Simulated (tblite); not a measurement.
C₆H₁₁NOSi.
Cartesian coordinates in Å at the GFN2-xTB level; atoms count from 1:
```xyz
20
C6H11NOSi angstrom
C      3.5597    0.2885   -0.5415
O      2.8284    0.2607    0.6513
C      1.5451   -0.3305    0.5289
Si     0.3244    0.7437   -0.4774
N     -1.2845    0.1337   -0.1764
C     -1.6608   -1.0180    0.4682
C     -3.0170   -1.1147    0.4709
C     -3.5138    0.0277   -0.2033
C     -2.4333    0.7597   -0.5840
H      3.6670   -0.7182   -0.9657
H      4.5438    0.6802   -0.2903
H      3.0911    0.9368   -1.2908
H      1.6477   -1.3410    0.1067
H      1.1996   -0.4386    1.5596
H      0.5493    0.6410   -1.9279
H      0.3938    2.1330   -0.0210
H     -0.9232   -1.6830    0.8714
H     -3.6014   -1.9042    0.9012
H     -4.5451    0.2665   -0.3753
H     -2.3760    1.6875   -1.1172
```

Calculated harmonic vibrations of the isolated species, GFN2-xTB (tblite), most abundant isotopes, no scaling. This tight-binding method is rough: wavenumbers can miss measured ones by several per cent, in bad cases by 10 to 20. Modes of hydrogen on silicon can be 10 to 20 % off. One conformer, not necessarily the lowest.

Harmonic wavenumbers (cm⁻¹): 27.8, 40.9, 89.3, 99.2, 132.3, 197.6, 246.6, 260.5, 421.4, 465.0, 508.6, 573.9, 579.0, 607.7, 712.2, 741.4, 769.7, 774.0, 780.7, 799.2, 823.4, 837.5, 839.6, 927.6, 960.0, 1076.5, 1083.4, 1100.8, 1108.2, 1134.9, 1142.9, 1195.3, 1255.1, 1256.1, 1286.1, 1321.8, 1405.7, 1409.8, 1450.1, 1472.0, 1474.8, 1493.4, 1570.5, 2198.0, 2266.4, 2849.5, 2893.8, 2922.4, 2961.0, 3024.6, 3152.2, 3156.8, 3166.2, 3172.8.

A = 4736, B = 630.6, C = 575.2 MHz; mass 141.061 u (most abundant isotopes); point group C1, symmetry number 1.

Problem. Zero-point energy?

Solution. Half the sum of the wavenumbers: 34108 cm⁻¹ = 97.52 kcal/mol.

Problem. What is S at 350 K and 1 bar for an ideal gas of classical rigid rotors and harmonic oscillators?

Solution. Translation 41.57, rotation 30.09, vibration 39.02: S = 110.7 cal/(mol K).

Problem. And Cp and H(350 K) − H(0)?

Solution. Cp = 46.22 cal/(mol K), of which vibrations give 38.27 (their classical limit is 54 R = 107.3); H(350 K) − H(0) = 9.50 kcal/mol without the zero-point energy, 6.72 from vibrations.

Problem. Which modes carry the vibrational entropy at 350 K?

Solution. 27.8 cm⁻¹: 6.30; 40.9 cm⁻¹: 5.53; 89.3 cm⁻¹: 3.99; 99.2 cm⁻¹: 3.78; 132.3 cm⁻¹: 3.22; 197.6 cm⁻¹: 2.45 cal/(mol K); the other 48 give 13.74 together.

Problem. What must be added to the electronic energy to get the Gibbs energy at 350 K and 1 bar?

Solution. ZPE + [H(350 K) − H(0)] − T·S = 97.52 + 9.50 − 38.74 = 68.28 kcal/mol.

Problem. Blend soft modes into free rotors: weight 1/[1 + (100 cm⁻¹/ν̃)⁴] for the oscillator and the rest for a rotor with moment μB/(μ + B), μ = h/(8π²ν), B = 10⁻⁴⁴ kg m². What vibrational entropy results?

Solution. 34.41 cal/(mol K) in place of 39.02, which changes −T·S at 350 K by +1.62 kcal/mol.

Problem. How do the functions run with temperature in this model?

Solution. 
```json
{"T (K)": "50", "S (cal/(mol K))": "61.8", "Cp (cal/(mol K))": "14.9", "H − H(0) (kcal/mol)": "0.56", "G − H(0) (kcal/mol)": "-2.52", "ln q(vib)": "1.13"}
{"T (K)": "100", "S (cal/(mol K))": "73.7", "Cp (cal/(mol K))": "19.7", "H − H(0) (kcal/mol)": "1.44", "G − H(0) (kcal/mol)": "-5.93", "ln q(vib)": "2.80"}
{"T (K)": "298.15", "S (cal/(mol K))": "103.8", "Cp (cal/(mol K))": "40.3", "H − H(0) (kcal/mol)": "7.25", "G − H(0) (kcal/mol)": "-23.68", "ln q(vib)": "8.55"}
{"T (K)": "373.15", "S (cal/(mol K))": "113.7", "Cp (cal/(mol K))": "48.7", "H − H(0) (kcal/mol)": "10.60", "G − H(0) (kcal/mol)": "-31.84", "ln q(vib)": "10.62"}
{"T (K)": "500", "S (cal/(mol K))": "129.7", "Cp (cal/(mol K))": "60.9", "H − H(0) (kcal/mol)": "17.58", "G − H(0) (kcal/mol)": "-47.29", "ln q(vib)": "14.11"}
{"T (K)": "750", "S (cal/(mol K))": "157.8", "Cp (cal/(mol K))": "77.4", "H − H(0) (kcal/mol)": "35.04", "G − H(0) (kcal/mol)": "-83.34", "ln q(vib)": "20.81"}
{"T (K)": "1000", "S (cal/(mol K))": "181.6", "Cp (cal/(mol K))": "87.9", "H − H(0) (kcal/mol)": "55.80", "G − H(0) (kcal/mol)": "-125.85", "ln q(vib)": "27.07"}
```

q(vib) and H(0) count from the zero-point level.

Hindered rotation and anharmonicity are outside this model. Other conformers, if any are populated, would add a mixing term that is left out. The structure is chiral; the term R ln 2 for an equal mix with its mirror image is left out.
